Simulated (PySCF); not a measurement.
What settings do to a single point of Pb(CH3)2Cl2

The sound run of Pb(CH3)2Cl2 (singlet) uses PySCF 2.14.0, RKS BP86, Pb def2-SVP with ECP60, C def2-SVP, H def2-SVP, Cl def2-SVP; non-relativistic Hamiltonian with scalar-relativistic core potentials where named; density fitting; no spin-orbit coupling, grid (50, 194), threshold 1e-8 Eh and 55 cycles, at the relaxed geometry:

```xyz
11

Pb    0.0000    0.0000    0.2565
C     1.4963    1.4998    1.0266
H     2.1041    1.7359    0.1340
H     0.9321    2.3792    1.3855
H     2.1012    1.0248    1.8196
C    -1.4963   -1.4998    1.0266
H    -2.1041   -1.7359    0.1340
H    -0.9321   -2.3792    1.3855
H    -2.1012   -1.0248    1.8196
Cl    1.4193   -1.4172   -1.2101
Cl   -1.4193    1.4172   -1.2101
```

There Pb1 has a Mulliken charge of 0.57 e and the dipole about the centre of mass is 4.79 D. Each run below changes one thing and starts from free metal ions and neutral atoms unless it says otherwise; with 55 cycles, smearing, a level shift and second-order steps follow where DIIS fails, and their cycles count. Energy shifts count from the sound run.

```tsv
change	outcome	cycles	energy shift (eV)	largest force component (eV/Å)	charge on Pb1 (e)	dipole about the centre of mass (D)
spin (2S) set to 8, limit 100 cycles	not converged	36	–	–	–	–
```

One further run converged with energy shift (eV) 0.0168, largest force component (eV/Å) 0.11, charge on Pb1 (e) 0.57, dipole about the centre of mass (D) 4.79. Which change was it?
A. threshold 1e-06
B. all coordinates × 1.12
C. grid (99, 590)

C.

And the other changes listed?


```tsv
change	outcome	cycles	energy shift (eV)	largest force component (eV/Å)	charge on Pb1 (e)	dipole about the centre of mass (D)
threshold 1e-06	converged	9	0.0000	0.01	0.57	4.79
all coordinates × 1.12	converged	13	2.39	2.44	0.63	5.96
```

Forces carry noise of the integration grid, about 0.01 to 0.03 eV/Å.

A frequency check found unstable modes (2, the lowest at -47 cm⁻¹), so the relaxed geometry is probably a saddle point.
